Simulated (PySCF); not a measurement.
One of the candidates below gave these computed data.

All candidates are C3H10N2OSi.

| technique | computed result |
| --- | --- |
| 1H NMR | chemical shifts (computed TMS as zero) by class: 5.40 (2 H), 3.04 (3 H), 2.04 (3 H), -0.14 (2 H) ppm [GIAO PBE0/pcSseg-1] |
| UV, strongest line | among the 8 lowest singlet transitions: S3 at 6.69 eV (185 nm, f = 0.113) [TDDFT CAM-B3LYP/def2-SVPD] |
| Dipole | 3.34 D [CAM-B3LYP/def2-SVPD] |
| Rotational structure | rotational constants A, B, C: 3.726, 1.514, 1.200 GHz [GFN2-xTB] |
| 13C NMR | chemical shifts (computed TMS as zero) by class: 178.7 (1 C), 33.3 (1 C), 24.0 (1 C) ppm [GIAO PBE0/pcSseg-1] |
| NMR, other nuclei | isotropic shieldings of nuclei other than C and H, by class: 146 (1 N), 257 (1 N), -125 (1 O), 385 (1 Si) ppm [GIAO PBE0/pcSseg-1] |

Electronic properties: PySCF, gas phase, density fitting. Levels stand in brackets. Geometry: GFN2-xTB, one conformer, isolated molecule. GFN2-xTB frequencies show an imaginary mode (58i cm⁻¹), so this geometry is no minimum at that level. NMR classes are plain means over equivalent atoms (diastereotopic ones count apart unless rotation or inversion swaps them), as if these changed places fast.

Task: Which candidate is it?
A. `C=N[Si@H](O)N(C)C`
B. `CC(=O)N(C)[SiH2]N`
C. `[H]/N=C\CCO[SiH2]N`

Result: B. It is `CC(=O)N(C)[SiH2]N`. Numbering: `[CH3:1][C:2](=[O:3])[N:4]([CH3:5])[SiH2:6][NH2:7]`. Its formula, C3H10N2OSi, gives 1 degree of unsaturation: 0 rings and 1 π bond in the structure found. 3 carbons fall into 3 classes; from least to most shielded: amide carbonyl carbon [C2] (178.7 ppm), N-methyl carbon [C5] (33.3 ppm), methyl carbon next to a carbonyl [C1] (24.0 ppm). Hydrogen classes from least to most shielded: 2 H on an SiH2 silicon, Si6 (5.40 ppm, a mean of values up to 1.4 ppm apart in this geometry), 3 H on an N-methyl carbon, C5 (3.04 ppm, a mean of values up to 0.8 ppm apart in this geometry), 3 H on a methyl carbon next to a carbonyl, C1 (2.04 ppm), 2 H on a silicon-bound nitrogen, N7 (-0.14 ppm). The other shieldings belong to: 146 ppm, amide nitrogen [N4]; 257 ppm, silicon-bound nitrogen [N7]; -125 ppm, amide oxygen [O3]; 385 ppm, SiH2 silicon [Si6]. The optimised geometry has point group C1 and is an asymmetric top.

The others, at the same levels:
- `C=N[Si@H](O)N(C)C` fails: it has 2 carbon classes against 3; its computed 13C shifts are 173.5 (1 C), 37.7 (2 C) ppm, 1H shifts are 8.88 (1 H), 8.75 (1 H), 4.76 (1 H), 2.52 (6 H), 1.89 (1 H) ppm and rotational constant A is 3.027 GHz (against 3.726 GHz).
- `[H]/N=C\CCO[SiH2]N` fails: its computed 13C shifts are 180.7 (1 C), 61.6 (1 C), 49.3 (1 C) ppm, 1H shifts are 10.71 (1 H), 8.13 (1 H), 4.93 (2 H), 4.17 (2 H), 2.26 (2 H), 0.58 (2 H) ppm and rotational constant A is 3.082 GHz (against 3.726 GHz).

Each candidate is one conformer, not necessarily the lowest. Dipoles, sizes and rotational constants follow the conformer. The torsions of the flexible species, by atom-mapped SMILES:
- `[CH3:1][C:2](=[O:3])[N:4]([CH3:5])[SiH2:6][NH2:7]`: C1–C2–N4–C5 0°, C2–N4–Si6–N7 -128°, H–N7–Si6–N4 -169°, H–N7–Si6–N4 57°
- `[CH2:1]=[N:2][Si@H:3]([OH:4])[N:5]([CH3:6])[CH3:7]`: C1–N2–Si3–O4 -121°, N2–Si3–N5–C6 -50°, H–O4–Si3–N2 -47°

The conformers of `[H]/N=C\CCO[SiH2]N` aren't listed.
